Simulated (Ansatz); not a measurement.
CH4OSi, SMILES `C1O[SiH2]1` (charge 0, multiplicity 1).

Calculation: frozen-core CCSD(T)/cc-pVTZ // B3LYP-D3(BJ)/def2-TZVP (Ansatz, a quantum-chemistry and plane-wave program).

Ansatz 0.2 input:
```yaml
crystal:
  periodic: [false, false, false]
  atoms:
    - { symbol: C, position_ang: [-0.936479, -0.002735, 0.129432] }
    - { symbol: O, position_ang: [-0.248979, -0.254447, -1.171909] }
    - { symbol: Si, position_ang: [0.869672, 0.033266, 0.02589] }
    - { symbol: H, position_ang: [-1.532639, 0.905164, 0.115521] }
    - { symbol: H, position_ang: [-1.475721, -0.874097, 0.489744] }
    - { symbol: H, position_ang: [1.700503, -1.104937, 0.458339] }
    - { symbol: H, position_ang: [1.62364, 1.297787, -0.047016] }
basis:
  gaussian: { orbitals: cc-pVTZ }
correlation:
  method: ccsd_t
```

Output:

```
Functional definition: HF
862 factors; integrals over basis functions are off by at most 9.8e-4 eV
mean field evaluation 1: about -10991.0564 eV, gradient 3.4e1 eV
mean field evaluation 2: about -10991.0674 eV, gradient 3.4e1 eV
mean field evaluation 4: about -10993.7185 eV, gradient 3.5e0 eV
mean field evaluation 8: about -10993.7571 eV, gradient 2.4e-4 eV
mean field evaluation 16: about -10993.7418 eV, gradient 2.3e-1 eV
mean field -10993.75714940 eV, -404.0131234044 hartree, gradient 2.5e-6 eV, S^2 0.000000; 0 other end points of the search recorded, 0 dependent functions left out
7 core orbitals not correlated
reference -10993.75714940 eV, -404.0131234044 hartree; 9, 9 occupied and 134, 134 virtual orbitals, 862 factors
second order -14.40056787 eV of doubles, -0.00000000 eV of singles
cycle   1  -14.55702171 eV  change   -1.6e-1 eV  update   9.3e-2
cycle   2  -14.96946482 eV  change   -4.1e-1 eV  update   2.9e-2
cycle   3  -15.07538158 eV  change   -1.1e-1 eV  update   1.6e-2
cycle   4  -15.06362611 eV  change    1.2e-2 eV  update   4.1e-3
cycle   5  -15.06357807 eV  change    4.8e-5 eV  update   2.3e-3
cycle   6  -15.06453638 eV  change   -9.6e-4 eV  update   7.1e-4
cycle   7  -15.06413038 eV  change    4.1e-4 eV  update   3.1e-4
cycle   8  -15.06408171 eV  change    4.9e-5 eV  update   9.0e-5
cycle   9  -15.06411154 eV  change   -3.0e-5 eV  update   3.2e-5
cycle  10  -15.06409661 eV  change    1.5e-5 eV  update   1.1e-5
perturbative correction -0.61275288 eV, -0.0225182532 hartree
Total energy: -11009.43399889 eV, -404.5892369970 hartree
```
